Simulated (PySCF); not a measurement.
Work out the structure from these simulated measurements.

Formula: C5H14Si2.

| Item | Value |
| --- | --- |
| NMR, other nuclei | isotropic shieldings of nuclei other than C and H, by class: 378 (1 Si), 421 (1 Si) ppm [GIAO B97-2/pcSseg-1] |
| Dipole | 0.86 D [B3LYP/def2-SVPD] |
| XPS | Si2p3/2 106.1, Si2p3/2 106.5, C1s 289.9, C1s 290.0, C1s 290.0, C1s 290.5 (×2), Si1s 1845.9, Si1s 1846.3 eV [ΔSCF SCAN, pcX-2 on the ionised atom, pcseg-1 elsewhere, spin-free X2C, 2p3/2 from a spin–orbit splitting computed afterwards within the 2p shell] |
| Rotational structure | rotational constants A, B, C: 4.321, 0.618, 0.568 GHz [PBE0-D3(BJ)/def2-SVP] |
| UV, first state | lowest singlet excitation: 5.58 eV (222 nm, f = 0.030) [TDDFT B3LYP/def2-SVPD] |
| Polarisability | 122.5 au [B3LYP/def2-SVPD] |
| 13C NMR | chemical shifts (computed TMS as zero) by class: 157.1 (1 C), 150.9 (1 C), 20.2 (2 C), 14.1 (1 C) ppm [GIAO B97-2/pcSseg-1] |

Electronic properties: PySCF, gas phase, density fitting. Levels stand in brackets. One conformer (not necessarily the lowest) at the PBE0-D3(BJ)/def2-SVP geometry, without solvent, vibrations or thermal averaging. NMR values are class means; diastereotopic atoms form classes of their own.

**Question.** Propose a structure and show how it fits.

**Answer.** Numbering: `[CH3:1][CH:2]([CH3:3])[SiH2:4]/[CH:5]=[CH:6]/[SiH3:7]`. Its formula, C5H14Si2, gives 1 degree of unsaturation: 0 rings and 1 π bond in the structure found. 5 carbons fall into 4 classes; from least to most shielded: alkene CH carbon [C5] (157.1 ppm), alkene CH carbon [C6] (150.9 ppm), methyl carbon [C1/C3] (20.2 ppm, 2 C), sp3 carbon bound to silicon [C2] (14.1 ppm). The other shieldings belong to: 378 ppm, SiH2 silicon [Si4]; 421 ppm, SiH3 silicon [Si7]. The core levels belong to: Si2p3/2 106.1 eV, SiH2 silicon [Si4]; Si2p3/2 106.5 eV, SiH3 silicon [Si7]; C1s 289.9 eV, alkene CH carbon [C5]; C1s 290.0 eV, alkene CH carbon [C6]; C1s 290.0 eV, sp3 carbon bound to silicon [C2]; C1s 290.5 eV, methyl carbon [C1/C3]; Si1s 1845.9 eV, SiH2 silicon [Si4]; Si1s 1846.3 eV, SiH3 silicon [Si7]. One atom of each topological class was ionised and stands for its class. The optimised geometry has point group C1 and is an asymmetric top. Structure: `C([SiH2]/C=C/[SiH3])(C)C`. Computed isomers that give other values at the same levels: `CC(C)[SiH]1C[SiH2]C1` (rotational constant A: 3.012 GHz; this holds for the one conformer computed); `[SiH3][SiH2]C1CCCC1` (core binding energies: Si2p3/2 106.1, Si2p3/2 106.3, C1s 289.9, C1s 290.3 (×2), C1s 290.3 (×2), Si1s 1845.8, Si1s 1846.0 eV); `[SiH3]C([SiH3])C1CCC1` (rotational constant A: 2.302 GHz; this holds for the one conformer computed). The assignments are read from this structure; whether some other isomer fits the data as well wasn't checked.

The values belong to the conformer `[CH3:1][CH:2]([CH3:3])[SiH2:4]/[CH:5]=[CH:6]/[SiH3:7]`: C1–C2–Si4–C5 -57°, C2–Si4–C5–C6 117°.
